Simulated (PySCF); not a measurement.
These are PBE-D3(BJ)/def2-TZVP // B3LYP-D3(BJ)/def2-TZVP (PySCF) values and carry that method's errors. Gas-phase values, no solvent. One relaxed conformer stands for a flexible species; it need not be the lowest. Delta-SCF ions had no search for a lower state. 

Reference species (SMILES): `[H]/N=C\C=C` (C–C–C–N torsion 180°) (neutral, multiplicity 1).

```
Item                                       Value
--------------------------------------  --------
LUMO                                    -2.42 eV
vertical ionisation energy (Delta-SCF)   9.76 eV
```

Changed species: `C=CN=C` (C–C–N–C torsion 180°).

**Question.** What does the change do to the LUMO and vertical ionisation energy (Delta-SCF)?

**Answer.** the LUMO rises by 0.16 eV, to -2.26 eV; the vertical ionisation energy (Delta-SCF) falls by 0.27 eV, to 9.49 eV.
